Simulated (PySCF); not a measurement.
## Bonding in `C[SiH2]OC(C)(C)C`

Species: C5H14OSi.
Numbering: `[CH3:1][SiH2:2][O:3][C:4]([CH3:5])([CH3:6])[CH3:7]` (hydrogens: H8, H9, H10 on C1; H11, H12 on Si2; H13, H14, H15 on C5; H16, H17, H18 on C6; H19, H20, H21 on C7)

Structure used (GFN2-xTB), in Å, numbered top down from 1:
```
atom  x, y, z in Å
C1     3.116   -0.751   -0.432
Si2    1.761    0.363    0.270
O3     0.412   -0.295   -0.322
C4    -0.957    0.017   -0.207
C5    -1.708   -1.030   -1.034
C6    -1.221    1.417   -0.763
C7    -1.389   -0.059    1.258
H8     3.001   -1.780   -0.105
H9     3.117   -0.750   -1.517
H10    4.088   -0.404   -0.098
H11    1.789    0.361    1.740
H12    1.946    1.754   -0.169
H13   -1.496   -2.024   -0.649
H14   -2.779   -0.854   -0.993
H15   -1.379   -0.986   -2.069
H16   -0.857    1.483   -1.785
H17   -0.700    2.158   -0.162
H18   -2.286    1.635   -0.751
H19   -2.460    0.103    1.347
H20   -0.866    0.697    1.838
H21   -1.143   -1.037    1.665
```

Bond orders from the PBE0/pcSseg-1 density (PySCF). Isolated species at its GFN2-xTB geometry (one conformer only).

(1) Where do the orders between heavy atoms depart from those drawn in the SMILES?

(2) Set the Mayer orders of the bonds beside their lengths.

(3) Sum the orders of all bonds at each heavy atom with more than one neighbour and set the sums beside the valence in the SMILES.

Answers

(1) The largest departure is 0.178, at O3–C4 (drawn single, 0.822). Drawn single, order below 0.88: O3–C4 (0.822).

(2) 
```json
{"bond": "C1–Si2", "drawn as": "single", "length (Å)": "1.889", "Mayer order": "0.960"}
{"bond": "Si2–O3", "drawn as": "single", "length (Å)": "1.613", "Mayer order": "0.979"}
{"bond": "O3–C4", "drawn as": "single", "length (Å)": "1.409", "Mayer order": "0.822"}
{"bond": "C4–C5", "drawn as": "single", "length (Å)": "1.532", "Mayer order": "1.009"}
{"bond": "C4–C6", "drawn as": "single", "length (Å)": "1.529", "Mayer order": "1.023"}
{"bond": "C4–C7", "drawn as": "single", "length (Å)": "1.529", "Mayer order": "1.023"}
{"bond": "C1–H8", "drawn as": "single", "length (Å)": "1.085", "Mayer order": "0.961"}
{"bond": "C1–H9", "drawn as": "single", "length (Å)": "1.085", "Mayer order": "0.961"}
{"bond": "C1–H10", "drawn as": "single", "length (Å)": "1.084", "Mayer order": "0.958"}
{"bond": "Si2–H11", "drawn as": "single", "length (Å)": "1.470", "Mayer order": "0.907"}
{"bond": "Si2–H12", "drawn as": "single", "length (Å)": "1.471", "Mayer order": "0.907"}
{"bond": "C5–H13", "drawn as": "single", "length (Å)": "1.087", "Mayer order": "0.965"}
{"bond": "C5–H14", "drawn as": "single", "length (Å)": "1.086", "Mayer order": "0.959"}
{"bond": "C5–H15", "drawn as": "single", "length (Å)": "1.087", "Mayer order": "0.965"}
{"bond": "C6–H16", "drawn as": "single", "length (Å)": "1.087", "Mayer order": "0.960"}
{"bond": "C6–H17", "drawn as": "single", "length (Å)": "1.087", "Mayer order": "0.954"}
{"bond": "C6–H18", "drawn as": "single", "length (Å)": "1.087", "Mayer order": "0.961"}
{"bond": "C7–H19", "drawn as": "single", "length (Å)": "1.087", "Mayer order": "0.961"}
{"bond": "C7–H20", "drawn as": "single", "length (Å)": "1.087", "Mayer order": "0.954"}
{"bond": "C7–H21", "drawn as": "single", "length (Å)": "1.087", "Mayer order": "0.960"}
```

(3) C1 3.840 (drawn 4), Si2 3.753 (drawn 4), O3 1.801 (drawn 2), C4 3.877 (drawn 4), C5 3.898 (drawn 4), C6 3.898 (drawn 4), C7 3.898 (drawn 4). Orders between atoms that aren't bonded are not in these sums.

For a closed shell the Mayer order of atoms A and B is Σ (PS)μν (PS)νμ over the basis functions μ on A and ν on B, with P the density and S the overlap matrix.
